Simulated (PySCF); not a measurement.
Compound: C3H7ClO2S.
Bonds: C1–C2, C2–C3, C2–S4, S4–O5 (double), S4–O6 (double), S4–Cl7. Hydrogens: H8, H9, H10 on C1; H11 on C2; H12, H13, H14 on C3.

Computed by this run: PySCF, PBE0-D3(BJ)/def2-SVP geometry optimisation, gas phase; density fitting, grid level 1; the optimiser is geomeTRIC in internal coordinates, started from a GFN2-xTB structure with every atom displaced at random (about 0.01 Å).

Step 6: E = -30647.4819 eV
```
atom  x, y, z in Å  |  force x, y, z in eV/Å
C1     -0.3967    1.4363    0.2271    0.030  -0.010   0.004
C2     -0.2681    0.0480   -0.3647    0.006   0.016  -0.027
C3     -1.0119   -1.0481    0.3689   -0.007  -0.024  -0.018
S4      1.4772   -0.3975   -0.5751   -0.157  -0.150  -0.004
O5      1.5658   -1.7515   -1.0815    0.016   0.014   0.005
O6      2.1797    0.6953   -1.2085    0.087   0.129  -0.079
Cl7     2.1163   -0.4533    1.4276    0.036   0.007   0.075
H8      0.1904    2.1697   -0.3420   -0.007  -0.011  -0.001
H9     -1.4541    1.7369    0.2030   -0.012   0.009   0.007
H10    -0.0566    1.4470    1.2731   -0.005   0.001  -0.002
H11    -0.5573    0.0573   -1.4326    0.000   0.007   0.016
H12    -0.6908   -1.1051    1.4187    0.010   0.002   0.012
H13    -0.8471   -2.0252   -0.1053   -0.003   0.010   0.011
H14    -2.0891   -0.8254    0.3483    0.006   0.001   0.002
```

Step 7: E = -30647.4824 eV
```
atom  x, y, z in Å  |  force x, y, z in eV/Å
C1     -0.3971    1.4362    0.2275    0.022  -0.009   0.009
C2     -0.2678    0.0484   -0.3649    0.000   0.003  -0.028
C3     -1.0117   -1.0481    0.3682   -0.006  -0.024  -0.012
S4      1.4768   -0.3982   -0.5747   -0.108  -0.097  -0.036
O5      1.5654   -1.7531   -1.0787    0.011   0.011   0.008
O6      2.1801    0.6935   -1.2112    0.052   0.081  -0.050
Cl7     2.1179   -0.4482    1.4271    0.032   0.003   0.074
H8      0.1926    2.1699   -0.3384   -0.006  -0.010  -0.004
H9     -1.4544    1.7372    0.1997   -0.007   0.011   0.006
H10    -0.0615    1.4454    1.2750   -0.002   0.002  -0.003
H11    -0.5566    0.0577   -1.4330    0.000   0.010   0.016
H12    -0.6870   -1.1084    1.4168    0.008   0.004   0.009
H13    -0.8506   -2.0246   -0.1084   -0.001   0.011   0.008
H14    -2.0884   -0.8232    0.3519    0.006   0.003   0.002
```

Task: Estimate the geometry and energy of step 8. (The exact step hangs on the optimiser's Hessian estimate; all steps are aligned on step 7, rigid shifts and turns removed.)

Result: E = -30647.4829 eV, largest force 0.063 eV/Å
```
atom  x, y, z in Å  |  force x, y, z in eV/Å
C1     -0.3957    1.4351    0.2279   -0.002   0.002   0.010
C2     -0.2693    0.0484   -0.3670   -0.011  -0.014  -0.011
C3     -1.0121   -1.0488    0.3666    0.000  -0.005   0.010
S4      1.4747   -0.3987   -0.5759    0.022   0.030  -0.050
O5      1.5682   -1.7542   -1.0767   -0.005   0.000   0.006
O6      2.1803    0.6941   -1.2131   -0.030  -0.029   0.014
Cl7     2.1133   -0.4433    1.4322    0.018  -0.001   0.023
H8      0.1929    2.1681   -0.3396   -0.001   0.000  -0.003
H9     -1.4529    1.7381    0.2043    0.003   0.003   0.001
H10    -0.0571    1.4428    1.2742    0.003   0.002  -0.002
H11    -0.5594    0.0602   -1.4344    0.000   0.004   0.004
H12    -0.6849   -1.1077    1.4149    0.000   0.002  -0.002
H13    -0.8517   -2.0257   -0.1086    0.002   0.003  -0.002
H14    -2.0887   -0.8240    0.3522    0.001   0.003   0.002
```

The energy changes by -0.0005 eV. The first-order estimate −F·Δx gives -0.0009 eV and the mean of the old and new forces, exact on a quadratic surface, -0.0005 eV. The step makes an angle of 72° with the force vector and moves no atom by more than 0.008 Å.

The cost below is that of the whole optimisation. On Arm Neoverse V1, one thread, no GPU (shared host), this took 95 s wall and 0.68 GiB of memory at its peak.
